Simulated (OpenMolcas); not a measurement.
## Br5+: effect of the IPEA shift

```json
{
 "Program": "OpenMolcas",
 "Basis": "ANO-RCC [9s8p6d4f2g]",
 "Scalar Hamiltonian": "DKH2, point nucleus",
 "Active space": "2 electrons in 8 orbitals (4s 4p 5s 5p)",
 "State averaging": "2S+1 = 3 even, 3 roots; 2S+1 = 1 even, 7 roots; 2S+1 = 3 odd, 3 roots; 2S+1 = 1 odd, 3 roots",
 "Spin-orbit coupling": "RASSI with atomic mean-field integrals over the reference wave functions, term energies averaged over their components"
}
```

Methods on the same reference wave functions:
A. CASSCF
B. MS-CASPT2, IPEA 0 Eh, imaginary shift 0.1 Eh (closed shells correlated: 3d)
C. MS-CASPT2, IPEA 0.25 Eh, imaginary shift 0.1 Eh (closed shells correlated: 3d)

Energies in cm-1 above 4s2 1S0, the measured ground level; measured values from Moore, Atomic Energy Levels, vol. II, NSRDS-NBS 35 (1971 reprint of NBS Circular 467, 1952).

```csv
Level,A,B,C,Measured
4s2 1S0,0.0,0.0,0.0,0.0
4s 4p 3P* 0,101528,102199,102252,104316
4s 4p 3P* 1,103484,104123,104176,106431
4s 4p 3P* 2,107806,108478,108530,111336
4s 4p 1P* 1,162385,151590,151854,151274
4p2 3P0,243181,242578,242681,244136
4p2 3P1,245843,245393,245494,247406
```

Deviations, from unrounded energies. A percentage is the sum of absolute deviations over the sum of measured energies, with the sign that they share, or ± where signs differ.

```json
{"Against measurement": "mean absolute deviation (cm-1)", "Levels": "6", "A": "3800", "B": "1900", "C": "1800"}
{"Against measurement": "other configurations (%)", "Levels": "6", "A": "±2.4", "B": "±1.2", "C": "±1.1"}
```

B, C lie about equally close to measurement and A furthest from it. The largest miss of C in the table is 4s 4p 3P* 2, by -2800 cm-1. The ranking rests on the paired levels alone, and a cruder setting can come out closer through cancelling errors.

Between B and C the level of the table that moves most is 4s 4p 1P* 1, by 260 cm-1 (lowest in B, highest in C).

The lowest spin-free term lies below A's lowest term by 0.208 hartree in B, 0.208 hartree in C.

Over all roots computed the reference weight is 0.91 to 0.99 in B, 0.92 to 0.99 in C; the roots of lowest weight are the least certain, and an intruder state may touch them. Active for correlation alone: 5p 5s; no level in the range computed is led by a configuration that fills them, so any true level of that kind is missing. The ¹D term of p² mixes with s d, which this space lacks. Computed and measured levels are paired by configuration, term and J; levels that our copy of the source lacks, or whose pairing is in doubt (as where it misses far off the trend of its configuration), stay unpaired and out of the deviations. Levels of configurations outside the active space are missing. The table leaves out levels that lie high or whose names do not pair safely across all columns.

* marks odd parity.
